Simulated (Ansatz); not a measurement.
BH$_{7}$N$_{2}$OSi (`N[SiH2]B(N)O`), relaxed with RKS PBE0-D4/def2-TZVP in the Gaussian-basis code of Ansatz from a PBE-D4/def2-SVP geometry. The force threshold is 0.005 eV/Å; the program also tests the step.

Total charge 0; spin multiplicity 1.

Start:

```xyz
12

N     0.961    1.490    0.661
Si   -0.623    0.961    0.065
B    -0.376   -1.018   -0.354
N     0.975   -1.399   -0.482
O    -1.361   -1.976   -0.520
H     1.118    2.501    0.726
H     1.257    1.061    1.544
H    -1.799    1.228    0.997
H    -0.900    1.812   -1.152
H     1.281   -2.348   -0.704
H     1.716   -0.701   -0.401
H    -2.249   -1.610   -0.379
```

**Question.** How much energy does the relaxation release, and in how many steps? (Best estimate.)

**Answer.** Ansatz gave: 5.73 kJ/mol, in 11 steps.

**Question.** Which bonds change most? (An estimate is asked.)

**Answer.** Computed: N1–Si2 from 1.773 to 1.736 Å; Si2–H8 from 1.524 to 1.503 Å; Si2–H9 from 1.511 to 1.492 Å; N1–H7 from 1.026 to 1.009 Å.

**Question.** Give the relaxed structure. (Best estimate.)

**Answer.** The calculation gave: 
```xyz
12

N     0.897    1.563    0.726
Si   -0.592    0.967    0.061
B    -0.332   -1.002   -0.357
N     0.982   -1.452   -0.528
O    -1.347   -1.922   -0.478
H     1.035    2.560    0.788
H     1.251    1.118    1.559
H    -1.803    1.169    0.929
H    -0.854    1.786   -1.159
H     1.212   -2.408   -0.748
H     1.766   -0.825   -0.482
H    -2.215   -1.554   -0.310
```
